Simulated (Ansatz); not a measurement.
The same ligand exchange along the group B, Al, Ga.

Isolated molecules relaxed with PBE0-D4/def2-TZVP in Ansatz; ΔE leaves out vibrations. CBS: MP2 limit from def2 TZ/QZ plus the TZ coupled-cluster correction, frozen cores. This one scheme is used for every species. Functionals use def2-TZVPP. For Ga, Se outer-core shells are correlated without core-valence functions, which leaves a few kJ/mol of doubt a bond. Scalar relativity is left out up to krypton. One conformer a species, not always the lowest.

```tsv
reaction	HF/CBS(def2) (eV)	LDA (SPW92) (eV)	revPBE-D4 (eV)	MP2/CBS(def2) (eV)
`NB[SeH]` + NH₃ → `NBN` + H₂Se	-0.43	-0.38	-0.25	-0.23
`[NH2][AlH][SeH]` + NH₃ → `[NH2][AlH][NH2]` + H₂Se	0.32	0.35	0.41	0.41
`[NH2][GaH][SeH]` + NH₃ → `[NH2][GaH][NH2]` + H₂Se	0.72	0.70	0.78	0.75
```

Give the CCSD(T)/CBS values in the same order. (Estimate.)

The calculation gave: -0.26, 0.39, 0.72 eV.

Largest T1 diagnostic: 0.013, for `[NH2][GaH][NH2]`.
